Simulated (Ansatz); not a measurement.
Mulliken charges of `O[SiH](Cl)CF` from ωB97M-V/def2-TZVPP in Ansatz (PBE0-D4/def2-TZVP geometry).

| atom | x (Å) | y (Å) | z (Å) | charge (e) |
| --- | --- | --- | --- | --- |
| O1 | -1.572 | 0.897 | 0.328 | -0.374 |
| Si2 | 0.042 | 0.689 | 0.422 | 0.535 |
| Cl3 | 1.039 | 2.041 | -0.760 | -0.218 |
| C4 | 0.509 | -1.040 | -0.170 | -0.094 |
| F5 | -0.116 | -1.275 | -1.394 | -0.241 |
| H6 | -1.997 | 0.688 | -0.506 | 0.192 |
| H7 | 0.433 | 0.915 | 1.827 | -0.027 |
| H8 | 1.588 | -1.162 | -0.303 | 0.113 |
| H9 | 0.162 | -1.799 | 0.540 | 0.114 |

Problem. By hand: the dipole of these point charges (1 e Å = 4.8032 D).

Solution. Σ q r = (0.167, -0.236, 0.502) e Å, of length 0.579 e Å = 2.78 D.

Problem. How does the dipole of the full density compare? (An estimate is asked.)

Solution. Ansatz gave: (0.018, -0.245, 0.163) e Å, 1.42 D; the point charges give 1.96 times that, at 33° from its direction.

Point charges leave out the atoms' own dipoles, such as those of lone pairs, and Mulliken's split depends on the basis, so the two needn't agree.
